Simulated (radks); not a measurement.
Values are calculated unless marked as measured or tabulated.
Problem. These are the eigenvalues of the occupied orbitals of an atom or ion with whole-number occupations (hartree). Code: a radial shooting solver on a logarithmic mesh with Libxc functionals. Model: Dirac Kohn-Sham, BLYP, spin-unpolarised, spherical densities, point nucleus.

orbital  eigenvalue
1s1/2     -1065.701
2s1/2     -160.8199
2p1/2     -150.2293
2p3/2     -141.7493
3s1/2     -31.01057
3p1/2     -26.70885
3p3/2     -25.16078
3d3/2     -17.55458
3d5/2     -17.23498
4s1/2      -4.89544
4p1/2      -3.46494
4p3/2      -3.18560
4d3/2      -0.95126
4d5/2      -0.91295
5s1/2      -0.37616
5p1/2      -0.13703

Which element is it, and in what charge state? The configuration may be excited. Open shells, if any, fill j = l - 1/2 first.

Solution. Z = 50, tin, charge 0: Sn in [Kr] 4d10 5s2 5p2. The list shows which subshells hold electrons but not how many an open one holds; the 1s level, -1065.7 hartree, gives Z - s = 46.2 by -(Z - s)^2/2, which with screening and relativity narrows Z to a few neighbours, and the depths of the outer levels then fix element, charge and occupations together.
